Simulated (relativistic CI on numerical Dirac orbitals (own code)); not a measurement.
# Rh4+: L2,3 absorption edge

Computed with this model: Dirac-Coulomb-Breit CI, KLI orbitals optimised for each configuration, a model potential for QED, valence Slater integrals scaled by 0.8, multiplet model of core-to-valence dipole absorption; configurations [Kr] 4d5 → [He] 2s2 2p5 3s2 3p6 3d10 4s2 4p6 4d6; 300 K; Lorentzian 1.6 eV and Gaussian 0.5 eV FWHM. Energies are those of the free ion, without screening or charge transfer. The branching ratio is the share of the lower-energy edge in the whole absorption, uncertain by about 0.02 where the edges overlap. S is read from ⟨S²⟩ = S(S + 1).

Field parameters in Wybourne normalisation: D3d B²₀ = −7Dσ, B⁴₀ = −14Dq − 21Dτ, B⁴₃ = −14√(10/7) Dq; Td as Oh with Dq negative (B⁴₀ = 21Dq, B⁴₄ = √(5/14) B⁴₀). The field is a parameter set, without covalency.

free ion: ground-state S = 2.49, centroid 3050.66 eV, branching ratio 0.722. Peaks (eV, height): 3011.0 (100), 3153.8 (36).

Td, 10Dq = -9500 cm⁻¹: ground-state S = 2.48, centroid 3050.06 eV, branching ratio 0.726. Peaks (eV, height): 3011.0 (100), 3154.0 (34).

D3d, 10Dq = 33950, Dσ = 70, Dτ = -150 cm⁻¹: ground-state S = 0.53, centroid 3040.34 eV, branching ratio 0.795. Peaks (eV, height): 3007.8 (35), 3011.5 (100), 3154.0 (32).

D3d, 10Dq = 16050, Dσ = 570, Dτ = -90 cm⁻¹: ground-state S = 2.46, centroid 3048.30 eV, branching ratio 0.739. Peaks (eV, height): 3011.5 (100), 3153.0 (32), 3154.8 (30).

Td, 10Dq = -17200 cm⁻¹: ground-state S = 2.45, centroid 3047.64 eV, branching ratio 0.743. Peaks (eV, height): 3011.5 (100), 3152.5 (20), 3154.5 (33).

The statistical ratio of this edge is 2/3 = 0.667. Values above it arise where the holes sit mainly in the j = l + 1/2 valence subshell or the ground state has high spin; values below it where core-valence Coulomb terms move weight to the upper edge, as in nearly empty shells. At deep edges of heavy elements the radial integrals of the two core levels differ, which raises the baseline.

Strongest unbroadened transitions for D3d, 10Dq = 33950, Dσ = 70, Dτ = -150 cm⁻¹:

```csv
Energy (eV),Relative strength
3007.79,100.0
3011.08,15.4
3011.10,28.1
3011.22,31.7
3011.27,13.7
3011.30,21.3
3011.32,67.8
3011.44,25.9
3011.82,11.9
3011.84,10.1
3012.11,27.7
3013.15,40.5
3153.63,20.8
3153.82,20.1
3153.86,11.9
3154.29,23.3
3154.47,14.2
3154.50,9.5
```
